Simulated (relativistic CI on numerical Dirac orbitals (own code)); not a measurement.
# Crystal-field levels of Rh4+, 4d5

Calculated by Dirac-Coulomb-Breit CI, separate exchange-only KLI orbitals for each configuration, model QED (radiative potential, 1s self-energy scaled to tabulated hydrogen-like ionisation energies), one configuration in a parametric crystal field, unscaled Slater integrals (own radial code). With so little scaling, terms lie 10 to 35 % too far apart, which can change the order of excited levels.

Field parameters in Wybourne normalisation: Oh B⁴₀ = 21Dq, B⁴₄ = √(5/14) B⁴₀. The field is a parameter set, without covalency.

S is read from ⟨S²⟩ = S(S + 1).

Levels (cm⁻¹, degeneracy): 0 (2), 7 (4), 10814 (2), 13313 (4), 14754 (4), 15187 (2), 16277 (4), 16310 (2), 21223 (2), 21247 (2), 21319 (4), 21467 (4).

**Question.** Which field gives this pattern?
A. Oh, 10Dq = 18850 cm⁻¹
B. Oh, 10Dq = 36250 cm⁻¹
C. Oh, 10Dq = 13050 cm⁻¹
D. Oh, 10Dq = 7250 cm⁻¹

**Answer.** A. Oh, 10Dq = 18850 cm⁻¹, ground level with S = 2.48.
